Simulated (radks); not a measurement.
Neutral hafnium inside a hard spherical wall (all orbitals vanish at R), configuration held at [Xe] 4f14 5d2 6s2 and not refilled when levels cross. Calculated with a radial shooting solver on a logarithmic mesh with Libxc functionals: scalar-relativistic Kohn-Sham, LDA (Slater exchange, VWN5 correlation), spin-unpolarised, spherical densities, finite nucleus; Fermi nuclear charge, rms radius 5.347 fm. Eigenvalues in eV, with the zero of energy where the potential of the charges vanishes at infinity; a dash marks a level that is unbound or too diffuse for the functional's potential to be trusted. A positive occupied level is held by the wall or, in an anion where self-interaction has pushed it up, behind a barrier. The pressure on the wall is -dE/dV.

R (bohr)  E (hartree)  kinetic (hartree)    e(5p)    e(4f)   e(6s)   e(5d)  e(6p, empty)  e(7s, empty)  pressure (GPa)
free      -15067.1826          16499.102  -35.722  -17.042  -5.258  -2.872        -1.464        -0.088               0
20        -15067.1826          16499.102  -35.722  -17.042  -5.258  -2.872        -1.464         0.006        < 0.0001
10        -15067.1818          16499.110  -35.645  -16.964  -5.204  -2.806        -1.283         1.830          0.0226
8         -15067.1747          16499.164  -35.302  -16.612  -4.936  -2.506        -0.709         4.609           0.319
6         -15067.1111          16499.515  -33.730  -14.976  -3.449  -1.085         1.849        13.608            5.13
5         -15066.9639          16500.160  -31.662  -12.776  -0.888   0.954         5.847        25.553            23.3
4         -15066.4685          16502.057  -27.660   -8.348   6.119   5.514        16.091        52.722             130
2         -15049.0497          16563.153   23.828   45.308  154.91  74.993        193.16        418.00           23500
